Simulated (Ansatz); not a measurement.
## Nudged elastic band run: CH₉BOSi₂

input.yaml

```yaml
crystal:
  periodic: [false, false, false]
  atoms:
    - { symbol: B, position_ang: [-1.976015, -1.15651, 1.498961] }
    - { symbol: Si, position_ang: [0.032314, -1.181512, 1.416683] }
    - { symbol: O, position_ang: [0.703766, 0.02377, 0.462834] }
    - { symbol: C, position_ang: [0.436759, 0.131302, -0.917604] }
    - { symbol: Si, position_ang: [1.040204, 1.829278, -1.513638] }
    - { symbol: H, position_ang: [-2.541963, -1.891882, 2.275768] }
    - { symbol: H, position_ang: [-2.669437, -0.457513, 0.797267] }
    - { symbol: H, position_ang: [0.443053, -2.53598, 0.899898] }
    - { symbol: H, position_ang: [0.63139, -0.989979, 2.770695] }
    - { symbol: H, position_ang: [0.944556, -0.670052, -1.490772] }
    - { symbol: H, position_ang: [-0.645019, 0.031848, -1.143947] }
    - { symbol: H, position_ang: [2.50142, 1.976452, -1.248004] }
    - { symbol: H, position_ang: [0.296026, 2.906182, -0.795454] }
    - { symbol: H, position_ang: [0.789848, 1.955395, -2.983986] }
basis:
  gaussian: { orbitals: def2-SVP }
hamiltonian:
  xc: pbe0
  dispersion: d4
neb:
  order_check: false
  images: 9
  f_tol: 0.05
  max_iterations: 44
  final_atoms:
    - { symbol: B, position_ang: [-1.86472589, -1.50311998, 1.78360702] }
    - { symbol: Si, position_ang: [-0.03700002, -1.85759691, 1.22788085] }
    - { symbol: O, position_ang: [0.28973834, -0.05163017, 0.41768233] }
    - { symbol: C, position_ang: [0.42418209, 0.05327627, -1.01232597] }
    - { symbol: Si, position_ang: [1.16369629, 1.73332095, -1.52221902] }
    - { symbol: H, position_ang: [-2.45262498, -2.29011319, 2.4952624] }
    - { symbol: H, position_ang: [-2.56301795, -0.65600192, 1.24609186] }
    - { symbol: H, position_ang: [-0.40469739, 0.53933238, 0.74476188] }
    - { symbol: H, position_ang: [0.86396387, -1.56583437, 2.40553217] }
    - { symbol: H, position_ang: [1.09487174, -0.77095522, -1.30147291] }
    - { symbol: H, position_ang: [-0.54639371, -0.14695579, -1.49864559] }
    - { symbol: H, position_ang: [2.54210579, 1.86758621, -0.97210948] }
    - { symbol: H, position_ang: [0.29582861, 2.81926344, -0.97270501] }
    - { symbol: H, position_ang: [1.18097523, 1.8002273, -3.01263952] }
  initial_path:
    images:
      - { positions_ang: [[-1.976015, -1.15651, 1.498961], [0.032314, -1.181512, 1.416683], [0.703766, 0.02377, 0.462834], [0.436759, 0.131302, -0.917604], [1.040204, 1.829278, -1.513638], [-2.541963, -1.891882, 2.275768], [-2.669437, -0.457513, 0.797267], [0.443053, -2.53598, 0.899898], [0.63139, -0.989979, 2.770695], [0.944556, -0.670052, -1.490772], [-0.645019, 0.031848, -1.143947], [2.50142, 1.976452, -1.248004], [0.296026, 2.906182, -0.795454], [0.789848, 1.955395, -2.983986]] }
      - { positions_ang: [[-1.97842177, -1.16976299, 1.50119027], [-0.00148813, -1.22807575, 1.3707746], [0.66598698, 0.03156226, 0.48255076], [0.43520167, 0.12614579, -0.89894264], [1.04263343, 1.80324182, -1.50794379], [-2.5275646, -1.77030714, 2.33902253], [-2.6799535, -0.54542764, 0.75951183], [0.5473065, -2.25345855, 0.84491855], [0.61056634, -1.13874452, 2.71744347], [0.93581107, -0.68153036, -1.45334822], [-0.66335747, 0.04155952, -1.12706978], [2.5026644, 1.93733912, -1.22644062], [0.29843741, 2.89788068, -0.80493788], [0.79907967, 1.92037677, -2.96802807]] }
      - { positions_ang: [[-1.98082855, -1.18301598, 1.50341954], [-0.03529025, -1.27463949, 1.3248662], [0.62820795, 0.03935453, 0.50226752], [0.43364434, 0.12098957, -0.88028129], [1.04506286, 1.77720563, -1.50224959], [-2.5131662, -1.64873229, 2.40227706], [-2.69047, -0.63334227, 0.72175666], [0.65156, -1.97093711, 0.7899391], [0.58974269, -1.28751005, 2.66419194], [0.92706615, -0.69300872, -1.41592443], [-0.68169595, 0.05127104, -1.11019257], [2.5039088, 1.89822623, -1.20487725], [0.30084882, 2.88957936, -0.81442176], [0.80831134, 1.88535854, -2.95207014]] }
      - { positions_ang: [[-1.98323532, -1.19626898, 1.50564882], [-0.06909238, -1.32120324, 1.2789578], [0.59042893, 0.04714679, 0.52198428], [0.43208702, 0.11583336, -0.86161993], [1.04749229, 1.75116945, -1.49655538], [-2.4987678, -1.52715743, 2.46553158], [-2.70098651, -0.72125691, 0.68400149], [0.75581349, -1.68841566, 0.73495966], [0.56891903, -1.43627557, 2.61094041], [0.91832122, -0.70448708, -1.37850065], [-0.70003442, 0.06098257, -1.09331535], [2.50515321, 1.85911335, -1.18331387], [0.30326023, 2.88127805, -0.82390564], [0.817543, 1.85034031, -2.93611221]] }
      - { positions_ang: [[-1.9856421, -1.20952197, 1.50787809], [-0.1028945, -1.36776698, 1.2330494], [0.55264991, 0.05493906, 0.54170104], [0.43052969, 0.11067714, -0.84295857], [1.04992172, 1.72513326, -1.49086118], [-2.48436939, -1.40558257, 2.52878611], [-2.71150301, -0.80917154, 0.64624633], [0.86006699, -1.40589422, 0.67998021], [0.54809537, -1.58504109, 2.55768888], [0.9095763, -0.71596544, -1.34107687], [-0.7183729, 0.07069409, -1.07643813], [2.50639761, 1.82000046, -1.1617505], [0.30567164, 2.87297673, -0.83338953], [0.82677467, 1.81532208, -2.92015429]] }
      - { positions_ang: [[-1.98804887, -1.22277496, 1.51010736], [-0.13669663, -1.41433073, 1.187141], [0.51487089, 0.06273132, 0.5614178], [0.42897236, 0.10552093, -0.82429721], [1.05235116, 1.69909708, -1.48516697], [-2.46997099, -1.28400772, 2.59204064], [-2.72201951, -0.89708618, 0.60849116], [0.96432049, -1.12337277, 0.62500076], [0.52727172, -1.73380662, 2.50443735], [0.90083137, -0.7274438, -1.30365308], [-0.73671137, 0.08040561, -1.05956091], [2.50764201, 1.78088758, -1.14018712], [0.30808305, 2.86467541, -0.84287341], [0.83600634, 1.78030384, -2.90419636]] }
      - { positions_ang: [[-1.96338428, -1.27884396, 1.56480729], [-0.11675731, -1.50298397, 1.19528897], [0.46984438, 0.03985902, 0.53267071], [0.42801431, 0.09507199, -0.86190297], [1.07462018, 1.70594185, -1.49257738], [-2.46650179, -1.48522881, 2.57268499], [-2.6902192, -0.84886933, 0.7360113], [0.69051691, -0.79083174, 0.64895298], [0.59461015, -1.70021217, 2.48465631], [0.93963945, -0.73614608, -1.30321705], [-0.69864784, 0.03493333, -1.14737785], [2.51453477, 1.79822731, -1.10657159], [0.30563216, 2.85559302, -0.86883973], [0.90500012, 1.78428854, -2.92588499]] }
      - { positions_ang: [[-1.93871968, -1.33491297, 1.61950722], [-0.09681798, -1.5916372, 1.20343694], [0.42481787, 0.01698673, 0.50392361], [0.42705625, 0.08462306, -0.89950872], [1.09688921, 1.71278663, -1.49998779], [-2.46303259, -1.6864499, 2.55332934], [-2.65841889, -0.80065248, 0.86353144], [0.41671334, -0.45829071, 0.67290521], [0.66194858, -1.66661772, 2.46487528], [0.97844752, -0.74484837, -1.30278101], [-0.6605843, -0.01053895, -1.23519478], [2.52142752, 1.81556703, -1.07295606], [0.30318127, 2.84651062, -0.89480605], [0.9739939, 1.78827323, -2.94757362]] }
      - { positions_ang: [[-1.91405508, -1.39098197, 1.67420715], [-0.07687866, -1.68029044, 1.21158491], [0.37979136, -0.00588557, 0.47517652], [0.4260982, 0.07417413, -0.93711447], [1.11915824, 1.7196314, -1.5073982], [-2.45956339, -1.887671, 2.53397369], [-2.62661858, -0.75243563, 0.99105158], [0.14290976, -0.12574968, 0.69685743], [0.72928701, -1.63302327, 2.44509424], [1.01725559, -0.75355065, -1.30234498], [-0.62252077, -0.05601123, -1.32301172], [2.52832028, 1.83290676, -1.03934054], [0.30073038, 2.83742823, -0.92077237], [1.04298768, 1.79225792, -2.96926225]] }
      - { positions_ang: [[-1.88939049, -1.44705098, 1.72890709], [-0.05693934, -1.76894367, 1.21973288], [0.33476485, -0.02875787, 0.44642942], [0.42514015, 0.0637252, -0.97472022], [1.14142726, 1.72647617, -1.51480861], [-2.45609418, -2.08889209, 2.51461805], [-2.59481827, -0.70421877, 1.11857172], [-0.13089382, 0.20679135, 0.72080965], [0.79662544, -1.59942882, 2.42531321], [1.05606366, -0.76225294, -1.30190894], [-0.58445724, -0.10148351, -1.41082866], [2.53521303, 1.85024648, -1.00572501], [0.29827949, 2.82834584, -0.94673869], [1.11198145, 1.79624261, -2.99095089]] }
      - { positions_ang: [[-1.86472589, -1.50311998, 1.78360702], [-0.03700002, -1.85759691, 1.22788085], [0.28973834, -0.05163017, 0.41768233], [0.42418209, 0.05327627, -1.01232597], [1.16369629, 1.73332095, -1.52221902], [-2.45262498, -2.29011319, 2.4952624], [-2.56301795, -0.65600192, 1.24609186], [-0.40469739, 0.53933238, 0.74476188], [0.86396387, -1.56583437, 2.40553217], [1.09487174, -0.77095522, -1.30147291], [-0.54639371, -0.14695579, -1.49864559], [2.54210579, 1.86758621, -0.97210948], [0.29582861, 2.81926344, -0.97270501], [1.18097523, 1.8002273, -3.01263952]] }
```

Launched with:

```bash
$ ansatz run input.yaml --threads 2 --pin off --max-ram 3072MiB --backend cpu --events-out ev --progress --plain --runs-dir out
```

Output, in part (warnings, iteration lines):

```
NEB end point (image 0): max|allowed force component| = 1.813e-2 eV/Å (the criterion of neb.relax_end_points is 1.000e-2)
NEB end point (image 10): max|allowed force component| = 1.854e-2 eV/Å (the criterion of neb.relax_end_points is 1.000e-2)
NEB iter   1: max|band force component| = 3.901e2 eV/Å  barrier→ = 75.9594 eV  barrier← = 74.1597 eV  Δτ_max = 0.2000 Å  (289 SCF iters)
NEB iter   2: max|band force component| = 7.208e1 eV/Å  barrier→ = 17.9798 eV  barrier← = 16.1802 eV  Δτ_max = 0.2000 Å  (283 SCF iters)
NEB iter   3: max|band force component| = 5.106e1 eV/Å  barrier→ = 12.0468 eV  barrier← = 10.2472 eV  Δτ_max = 0.2000 Å  (266 SCF iters)
NEB iter   4: max|band force component| = 2.392e1 eV/Å  barrier→ = 6.4896 eV  barrier← = 4.6900 eV  Δτ_max = 0.1971 Å  (267 SCF iters)
NEB iter   5: max|band force component| = 1.184e1 eV/Å  barrier→ = 4.2085 eV  barrier← = 2.4089 eV  Δτ_max = 0.2000 Å  (264 SCF iters)
NEB iter   6: max|band force component| = 6.956e0 eV/Å  barrier→ = 3.5476 eV  barrier← = 1.7480 eV  Δτ_max = 0.2000 Å  (267 SCF iters)
NEB iter   7: max|band force component| = 3.558e0 eV/Å  barrier→ = 4.1025 eV  barrier← = 2.3029 eV  Δτ_max = 0.2000 Å  (275 SCF iters)
NEB iter   8: max|band force component| = 1.865e0 eV/Å  barrier→ = 2.9036 eV  barrier← = 1.1039 eV  Δτ_max = 0.2000 Å  (265 SCF iters)
NEB iter   9: max|band force component| = 9.667e0 eV/Å  barrier→ = 3.2526 eV  barrier← = 1.4530 eV  Δτ_max = 0.0998 Å  (264 SCF iters)
NEB iter  10: max|band force component| = 3.075e0 eV/Å  barrier→ = 2.7647 eV  barrier← = 0.9650 eV  Δτ_max = 0.2000 Å  (260 SCF iters)
NEB iter  11: max|band force component| = 1.566e0 eV/Å  barrier→ = 2.9222 eV  barrier← = 1.1226 eV  Δτ_max = 0.2000 Å  (262 SCF iters)
NEB iter  12: max|band force component| = 1.315e0 eV/Å  barrier→ = 2.8571 eV  barrier← = 1.0575 eV  Δτ_max = 0.2000 Å  (259 SCF iters)
NEB iter  13: max|band force component| = 1.146e0 eV/Å  barrier→ = 2.7292 eV  barrier← = 0.9296 eV  Δτ_max = 0.2000 Å  (260 SCF iters)
NEB iter  14: max|band force component| = 3.361e0 eV/Å  barrier→ = 3.0270 eV  barrier← = 1.2273 eV  Δτ_max = 0.1009 Å  (260 SCF iters)
NEB iter  15: max|band force component| = 2.406e0 eV/Å  barrier→ = 2.6114 eV  barrier← = 0.8118 eV  Δτ_max = 0.1003 Å  (263 SCF iters)
NEB iter  16: max|band force component| = 7.081e-1 eV/Å  barrier→ = 2.7311 eV  barrier← = 0.9315 eV  Δτ_max = 0.2000 Å  (262 SCF iters)
NEB iter  17: max|band force component| = 1.196e0 eV/Å  barrier→ = 3.0806 eV  barrier← = 1.2810 eV  Δτ_max = 0.1004 Å  (260 SCF iters)
NEB iter  18: max|band force component| = 1.459e0 eV/Å  barrier→ = 2.7128 eV  barrier← = 0.9131 eV  Δτ_max = 0.1002 Å  (264 SCF iters)
NEB iter  19: max|band force component| = 1.619e0 eV/Å  barrier→ = 2.4264 eV  barrier← = 0.6267 eV  Δτ_max = 0.0505 Å  (264 SCF iters)
NEB iter  20: max|band force component| = 1.627e0 eV/Å  barrier→ = 2.3914 eV  barrier← = 0.5918 eV  Δτ_max = 0.1036 Å  (262 SCF iters)
NEB iter  21: max|band force component| = 1.431e0 eV/Å  barrier→ = 2.3316 eV  barrier← = 0.5319 eV  Δτ_max = 0.1005 Å  (257 SCF iters)
NEB iter  22: max|band force component| = 6.872e-1 eV/Å  barrier→ = 2.2673 eV  barrier← = 0.4676 eV  Δτ_max = 0.1904 Å  (258 SCF iters)
NEB iter  23: max|band force component| = 7.728e-1 eV/Å  barrier→ = 2.1726 eV  barrier← = 0.3730 eV  Δτ_max = 0.0988 Å  (261 SCF iters)
NEB iter  24: max|band force component| = 5.898e-1 eV/Å  barrier→ = 2.0925 eV  barrier← = 0.2929 eV  Δτ_max = 0.0977 Å  (251 SCF iters)
NEB iter  25: max|band force component| = 5.066e-1 eV/Å  barrier→ = 2.0488 eV  barrier← = 0.2491 eV  Δτ_max = 0.0976 Å  (259 SCF iters)
NEB iter  26: max|band force component| = 4.341e-1 eV/Å  barrier→ = 2.0103 eV  barrier← = 0.2107 eV  CI = image 7  Δτ_max = 0.0980 Å  (257 SCF iters)
NEB iter  27: max|band force component| = 3.459e-1 eV/Å  barrier→ = 1.9822 eV  barrier← = 0.1826 eV  CI = image 7  Δτ_max = 0.0978 Å  (261 SCF iters)
NEB iter  28: max|band force component| = 5.741e-1 eV/Å  barrier→ = 1.9662 eV  barrier← = 0.1665 eV  CI = image 7  Δτ_max = 0.0487 Å  (263 SCF iters)
NEB iter  29: max|band force component| = 4.724e-1 eV/Å  barrier→ = 1.9589 eV  barrier← = 0.1593 eV  CI = image 7  Δτ_max = 0.0488 Å  (256 SCF iters)
NEB iter  30: max|band force component| = 2.702e-1 eV/Å  barrier→ = 1.9578 eV  barrier← = 0.1581 eV  CI = image 7  Δτ_max = 0.0978 Å  (256 SCF iters)
NEB iter  31: max|band force component| = 2.551e-1 eV/Å  barrier→ = 1.9465 eV  barrier← = 0.1469 eV  CI = image 7  Δτ_max = 0.0975 Å  (258 SCF iters)
NEB iter  32: max|band force component| = 2.224e-1 eV/Å  barrier→ = 1.9402 eV  barrier← = 0.1405 eV  CI = image 7  Δτ_max = 0.0976 Å  (256 SCF iters)
NEB iter  33: max|band force component| = 2.146e-1 eV/Å  barrier→ = 1.9302 eV  barrier← = 0.1306 eV  CI = image 7  Δτ_max = 0.0976 Å  (258 SCF iters)
NEB iter  34: max|band force component| = 2.013e-1 eV/Å  barrier→ = 1.9173 eV  barrier← = 0.1176 eV  CI = image 7  Δτ_max = 0.0976 Å  (259 SCF iters)
NEB iter  35: max|band force component| = 6.748e-1 eV/Å  barrier→ = 1.9041 eV  barrier← = 0.1045 eV  CI = image 7  Δτ_max = 0.0489 Å  (258 SCF iters)
NEB iter  36: max|band force component| = 4.821e-1 eV/Å  barrier→ = 1.8955 eV  barrier← = 0.0958 eV  CI = image 7  Δτ_max = 0.0977 Å  (258 SCF iters)
NEB iter  37: max|band force component| = 2.167e-1 eV/Å  barrier→ = 1.8906 eV  barrier← = 0.0910 eV  CI = image 7  Δτ_max = 0.1963 Å  (261 SCF iters)
NEB iter  38: max|band force component| = 2.346e-1 eV/Å  barrier→ = 1.8697 eV  barrier← = 0.0701 eV  CI = image 7  Δτ_max = 0.1964 Å  (260 SCF iters)
NEB iter  39: max|band force component| = 2.833e-1 eV/Å  barrier→ = 1.8136 eV  barrier← = 0.0140 eV  CI = image 7  Δτ_max = 0.0975 Å  (262 SCF iters)
NEB iter  40: max|band force component| = 2.828e-1 eV/Å  barrier→ = 1.7830 eV  barrier← = -0.0167 eV  CI = image 7  Δτ_max = 0.0984 Å  (261 SCF iters)
NEB iter  41: max|band force component| = 3.668e-1 eV/Å  barrier→ = 1.7438 eV  barrier← = -0.0558 eV  CI = image 7  Δτ_max = 0.0990 Å  (262 SCF iters)
NEB iter  42: max|band force component| = 2.818e-1 eV/Å  barrier→ = 1.7040 eV  barrier← = -0.0956 eV  CI = image 7  Δτ_max = 0.1914 Å  (262 SCF iters)
NEB iter  43: max|band force component| = 9.606e-1 eV/Å  barrier→ = 1.6533 eV  barrier← = -0.1464 eV  CI = image 7  Δτ_max = 0.0988 Å  (259 SCF iters)
NEB iter  44: max|band force component| = 3.132e-1 eV/Å  barrier→ = 1.6367 eV  barrier← = -0.1630 eV  CI = image 7  Δτ_max = 0.1861 Å  (260 SCF iters)
Error: NEB band did not converge after 44 iterations: max|band force component| = 3.13e-1 eV/Å (threshold 5.0e-2); raise `neb.max_iterations` in a new run, which can start from the last band evaluated (`neb.initial_path`, with `crystal.atoms` and `neb.final_atoms` set to its first and last images), …
```

It did not converge within its limit. The band didn't meet its force threshold, so its energies are provisional: the largest band force was still 0.31 eV/Å, and over the last iterations the top stayed at 1.80 eV. Neighbouring images lie up to 2.1 Å apart, so the band is torn or far too coarse. Inner images lie below an end point, which means an intermediate or an end that isn't the lowest structure nearby. The orbitals stay closed-shell, which can raise the energy where a bond breaks towards radicals; this wasn't checked here.

Final band (atoms are numbered from 1 in the order of the input):

```json
{"image": "0", "path coordinate (Å)": "0.00", "energy (kcal/mol)": "0.0", "Si2–H8 (Å)": "1.51", "O3–H8 (Å)": "2.61"}
{"image": "1", "path coordinate (Å)": "2.14", "energy (kcal/mol)": "0.6", "Si2–H8 (Å)": "1.51", "O3–H8 (Å)": "2.62"}
{"image": "2", "path coordinate (Å)": "4.29", "energy (kcal/mol)": "0.8", "Si2–H8 (Å)": "1.49", "O3–H8 (Å)": "2.52"}
{"image": "3", "path coordinate (Å)": "6.44", "energy (kcal/mol)": "-2.2", "Si2–H8 (Å)": "1.48", "O3–H8 (Å)": "2.27"}
{"image": "4", "path coordinate (Å)": "8.58", "energy (kcal/mol)": "35.0", "Si2–H8 (Å)": "2.55", "O3–H8 (Å)": "0.97"}
{"image": "5", "path coordinate (Å)": "10.71", "energy (kcal/mol)": "37.2", "Si2–H8 (Å)": "2.56", "O3–H8 (Å)": "0.97"}
{"image": "6", "path coordinate (Å)": "12.83", "energy (kcal/mol)": "34.3", "Si2–H8 (Å)": "2.37", "O3–H8 (Å)": "0.98"}
{"image": "7", "path coordinate (Å)": "14.95", "energy (kcal/mol)": "37.7", "Si2–H8 (Å)": "2.61", "O3–H8 (Å)": "0.97"}
{"image": "8", "path coordinate (Å)": "16.34", "energy (kcal/mol)": "34.5", "Si2–H8 (Å)": "2.52", "O3–H8 (Å)": "0.97"}
{"image": "9", "path coordinate (Å)": "17.74", "energy (kcal/mol)": "36.0", "Si2–H8 (Å)": "2.52", "O3–H8 (Å)": "0.97"}
{"image": "10", "path coordinate (Å)": "19.13", "energy (kcal/mol)": "41.5", "Si2–H8 (Å)": "2.47", "O3–H8 (Å)": "0.97"}
```

Run time: 25 min on 2 threads of Arm Neoverse V1, with other jobs on the host, peak memory 0.32 GiB.
